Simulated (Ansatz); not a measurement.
TiCl₃F⁻, that is TiFCl3 with one electron more. Total charge -1; doublet. Geometry PBE-D4/def2-SVP, that of the neutral singlet; atoms count from 1.

```xyz
5

Ti    0.012   -0.071   -0.036
F     0.267   -1.604   -0.803
Cl   -2.112    0.407   -0.089
Cl    1.141    1.455   -1.102
Cl    0.692   -0.187    2.030
```

Q: Estimate the Mulliken populations from the PBE0/def2-TZVPD orbitals of Ansatz.

A: 
```tsv
atom	charge (e)	spin (α − β)	d electrons
Ti1	1.34	0.97	2.27
F2	-0.63	0.00	–
Cl3	-0.57	0.01	–
Cl4	-0.57	0.01	–
Cl5	-0.57	0.01	–
```
Mulliken values depend strongly on the basis. With diffuse functions, as here, like atoms can get unlike values, and bond orders can come out too low or too high.

Q: Where does the spin sit?

A: Summed by element: Ti 0.97, F 0.00, Cl 0.03, of 1 unpaired in all. Largest on single atoms: Ti1 0.97, Cl5 0.01, Cl4 0.01.

Q: And the Mayer bond orders between heavy atoms (over 0.3)?

A: Ti1–F2 0.60 (1.73 Å); Ti1–Cl3 0.79 (2.18 Å); Ti1–Cl4 0.79 (2.18 Å); Ti1–Cl5 0.78 (2.18 Å).
